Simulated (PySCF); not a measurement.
Bond length, frequency and bond energy of LiBe by level of theory

State: ²Σ⁺ (doublet), unpaired electrons σ ↑. Set-up: Li def2-SVPD, Be def2-SVPD; no relativity (PySCF 2.14). De refers to Li + Be in their ground configurations, without counterpoise correction. The functionals are run spin-unrestricted. A positive dipole means Li(−)Be(+). Levels whose curve was spin-contaminated or gave no clean fit are not listed.

| Level | Re (Å) | ωe (cm⁻¹) | De (eV) | μ (D) |
| --- | --- | --- | --- | --- |
| PBE | 2.590 | 351 | 0.62 | -2.68 |
| revPBE | 2.614 | 342 | 0.57 | -2.62 |
| r²SCAN | 2.610 | 354 | 0.67 | -3.37 |
| PBE0 | 2.593 | 353 | 0.56 | -3.26 |
| B97-3 | 2.567 | 366 | 0.490 | -3.77 |
| BHandHLYP | 2.570 | 359 | 0.437 | -3.73 |

Problem. What does a quarter of exact exchange do here, going from PBE to PBE0?

Solution. PBE0 less PBE: +0.3 pm in Re, +0.6 % in ωe, -0.06 eV in De. Exact exchange removes part of the self-interaction that spreads semilocal densities, and in most molecules shortens and stiffens the bond and lowers De; here Re goes the other way.

Problem. What does the step from GGA to meta-GGA do here, going from PBE to r²SCAN?

Solution. r²SCAN less PBE: +2.0 pm in Re, +0.9 % in ωe, +0.05 eV in De. 

The state was picked by a PBE0 search and need not be the measured ground state.
